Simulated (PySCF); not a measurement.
Compound: C6H10O2S.
Z-matrix (Å and degrees, GFN2-xTB geometry), rows numbered from 1:
```
O 
S   1  1.4363
O   2  1.4363  1  117.07
C   2  1.8247  1  112.84  3   133.46
C   4  1.5170  2   99.44  1    55.65
C   5  1.5491  4  107.09  2    40.49
C   6  1.5170  5  107.09  4     0.02
C   7  1.5171  2   99.44  1  -168.87
C   4  1.5170  2   99.41  1   168.91
H   4  1.0840  2  114.98  1   -67.72
H   5  1.0897  4  109.40  2   -78.71
H   5  1.0914  4  110.96  2   161.95
H   6  1.0897  5  110.01  4  -118.81
H   6  1.0913  5  111.14  4   121.32
H   7  1.0839  2  115.01  1    67.73
H   8  1.0914  7  110.95  2   161.90
H   8  1.0896  7  109.40  2   -78.75
H   9  1.0897  4  109.38  2    78.63
H   9  1.0913  4  110.97  2  -162.03
```

Level of theory: PBE0/pcSseg-1 in PySCF (dipole) on a GFN2-xTB geometry, gas phase.

Masses are those of the commonest isotopes; rigid-rotor values at the optimised geometry. 

Question: Give the principal moments of inertia and the rotational constants in GHz.

Answer: Ia = 233.33, Ib = 293.31, Ic = 355.40 u·Å²; 505379 MHz·u·Å²/I gives 2166, 1723 and 1422 MHz, that is A = 2.1660, B = 1.7230, C = 1.4220 GHz.

Question: Classify the top.

Answer: An asymmetric top: κ = (2 × 1723 − 2166 − 1422)/(2166 − 1422) = -0.19.

Question: What does the inertial defect say?

Answer: Not planar: Δ = Ic − Ia − Ib = -171.24 u·Å². For a rigid frame Δ = −2 Σ m c², so Σ m c² = 85.62 u·Å² lies off the ab plane: 21.08 from hydrogen and 64.54 from heavier atoms. The atom farthest from that plane is 2.26 Å away.

Question: Give the other two planar moments, Paa and Pbb, and the rms extents of the mass along the axes.

Answer: Paa = Σ m a² = (Ib + Ic − Ia)/2 = 207.70 and Pbb = Σ m b² = (Ia + Ic − Ib)/2 = 147.71 u·Å². With the mass M = 146.04 u, the rms extents √(P/M) along a, b and c are 1.19, 1.01, 0.77 Å.

Question: Which lines would a microwave search look for?

Answer: The dipole components are |μa| = 5.15 D, |μb| = 0.00 D, |μc| = 0.00 D; the symmetry axis of this C2v structure is a, so μb and μc vanish by symmetry and there are no b-type or c-type lines. Some lines, for components of 0.1 D or more:

```
type  branch         J(Ka,Kc)   MHz  lower level (cm⁻¹)
   a       Q  1(1,0) ← 1(1,1)   301               0.120
   a       Q  2(1,1) ← 2(1,2)   903               0.319
   a       R  1(0,1) ← 0(0,0)  3145               0.000
   a       R  2(1,2) ← 1(1,1)  5989               0.120
   a       R  2(0,2) ← 1(0,1)  6181               0.105
   a       R  2(1,1) ← 1(1,0)  6591               0.130
```

Question: Estimate the classical rotational partition function at 50 K, 298.15 K and 500 K.

Answer: Point group C2v, symmetry number σ = 2; q = (√π/σ)·√((kT/h)³/(ABC)), k/h = 20836.6 MHz/K: 12900 at 50 K, 188000 at 298.15 K, 409000 at 500 K.

Not checked by GFN2-xTB frequencies. These are rigid-rotor constants of the computed structure; measured ground-state constants (B0) also hold zero-point vibration.
